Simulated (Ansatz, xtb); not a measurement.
# C3H11GaSSi: 3 structures ranked

3 gas-phase structures of C3H11GaSSi, from a drawn sample of its isomers (lower ones may exist). Each was relaxed with GFN2-xTB; where two conformers were screened, the lower at r2SCAN-D4/def2-SVP is listed:

A. `CC[C@H]([SiH3])[S][GaH2]`, a singlet
B. `C=C[SiH2][S@+](C)[GaH3-]`, a singlet
C. `C[S@@+]1C[SiH2][CH2][GaH2-]1`, a singlet

Task: Estimate their order in r2SCAN-D4/def2-SVP energy at these geometries, lowest first.

Result: Calculated order at r2SCAN-D4/def2-SVP: C (0.0), A (1.4), B (23.3) kcal/mol.

Energies above the lowest of each column, in kcal/mol; the last columns are at B3LYP/def2-SVP geometries:

```tsv
structure	GFN2-xTB	HF/STO-3G	r2SCAN-D4/def2-SVP	B3LYP/def2-SVP	CCSD(T)/def2-SVP + ΔMP2/def2-TZVPP
C	23.7	0.0	0.0	4.8	0.0
A	0.0	20.9	1.4	0.0	1.3
B	21.4	39.2	23.3	21.3	20.3
```

CCSD(T)/def2-SVP + ΔMP2/def2-TZVPP puts C lowest; GFN2-xTB picks A, B3LYP/def2-SVP picks A. Flexible structures stand in one conformer each, not always the lowest. The ΔMP2 step shifts differences by up to 7.2 kcal/mol, which makes them less sure. ΔMP2 is the change of the MP2 energy from the smaller to the larger basis.

Programs: Ansatz 0.2.0, xtb 6.7.1.
